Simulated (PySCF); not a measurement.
Atomic charges by several schemes

C8H11FO.
Structure used (GFN2-xTB), in Å, numbered top down from 1:
```xyz
21
C8H11FO angstrom
C     -2.7671    1.5860   -1.9959
C     -2.0325    1.5434   -0.9016
C     -1.5664    0.2837   -0.2311
F     -2.0919   -0.8316   -0.8636
C     -0.0568    0.1853   -0.2444
C      0.7471    0.8599    0.8274
C      0.6532   -0.6355    0.7941
C      1.8517   -1.4691    0.4141
C      2.6917   -1.8442    1.6034
O      2.4679   -1.5484    2.7413
H     -3.0676    2.5187   -2.4408
H     -3.1011    0.6850   -2.4821
H     -1.6921    2.4423   -0.4068
H     -1.9414    0.2431    0.8021
H      0.3501    0.1795   -1.2487
H      0.2227    1.3866    1.6095
H      1.6790    1.3243    0.5437
H      0.0397   -1.1001    1.5557
H      2.4903   -0.9394   -0.2978
H      1.5361   -2.3990   -0.0706
H      3.5787   -2.4535    1.3331
```

Density: PBE0/pcSseg-1 (PySCF); schemes: Mulliken, IAO, Hirshfeld and ESP-fitted. Isolated species at its GFN2-xTB geometry (one conformer only).

Problem. Give the atomic charges in each scheme.

Solution. In e:

```csv
atom,environment,Mulliken,IAO,Hirshfeld,ESP-fitted
C1,terminal =CH2 carbon,-0.127,-0.315,-0.104,-0.446
C2,alkene CH carbon,-0.264,-0.160,-0.053,-0.162
C3,sp3 C–F carbon,+0.314,+0.182,+0.068,+0.285
F4,alkyl fluorine,-0.335,-0.332,-0.111,-0.261
C5,three-membered-ring carbon,-0.257,-0.150,-0.052,-0.260
C6,three-membered-ring carbon,-0.105,-0.294,-0.086,-0.463
C7,three-membered-ring carbon,-0.247,-0.125,-0.040,+0.127
C8,sp3 carbon next to a carbonyl,-0.214,-0.313,-0.069,-0.338
C9,aldehyde carbon,+0.244,+0.271,+0.138,+0.566
O10,aldehyde oxygen,-0.343,-0.383,-0.217,-0.481
H11,vinylic hydrogen,+0.117,+0.155,+0.049,+0.186
H12,vinylic hydrogen,+0.121,+0.160,+0.042,+0.212
H13,vinylic hydrogen,+0.115,+0.151,+0.048,+0.148
H14,methine hydrogen,+0.100,+0.140,+0.046,+0.078
H15,methine hydrogen,+0.120,+0.148,+0.043,+0.180
H16,methylene hydrogen,+0.129,+0.151,+0.051,+0.170
H17,methylene hydrogen,+0.126,+0.150,+0.049,+0.194
H18,methine hydrogen,+0.132,+0.153,+0.046,+0.090
H19,methylene hydrogen,+0.136,+0.155,+0.056,+0.118
H20,methylene hydrogen,+0.161,+0.164,+0.058,+0.102
H21,formyl hydrogen,+0.075,+0.092,+0.039,-0.045
```

Mean size of the charges over all atoms: ESP-fitted 0.234 e, IAO 0.197 e, Mulliken 0.180 e, Hirshfeld 0.070 e. Each set sums to the total charge, 0, to within 0.001 e. The ESP scheme fits charges at the nuclei, held to the total charge, to the electrostatic potential on points at 1.4 to 2.0 times the van der Waals radii.

Lowest charge. All schemes agree: Mulliken O10 (-0.343); IAO O10 (-0.383); Hirshfeld O10 (-0.217); ESP-fitted O10 (-0.481).

Highest charge. The schemes don't all agree: Mulliken C3 (+0.314); IAO C9 (+0.271); Hirshfeld C9 (+0.138); ESP-fitted C9 (+0.566).

Problem. How closely do the schemes follow one another over all atoms?

Solution. Correlation coefficient and root-mean-square difference: IAO with Hirshfeld 0.96, 0.137 e; IAO with ESP-fitted 0.92, 0.114 e; Mulliken with IAO 0.92, 0.083 e; Hirshfeld with ESP-fitted 0.91, 0.203 e; Mulliken with Hirshfeld 0.90, 0.129 e; Mulliken with ESP-fitted 0.80, 0.165 e.

Problem. How many electrons does the IAO scheme count on O10?

Solution. Z − q = 8 − (-0.383) = 8.383.

Problem. Sum the charges by element, for elements with more than one atom.

Solution. 
```tsv
element	atoms	Mulliken	IAO	Hirshfeld	ESP-fitted
C	8	-0.656	-0.903	-0.199	-0.691
H	11	+1.333	+1.618	+0.527	+1.433
```
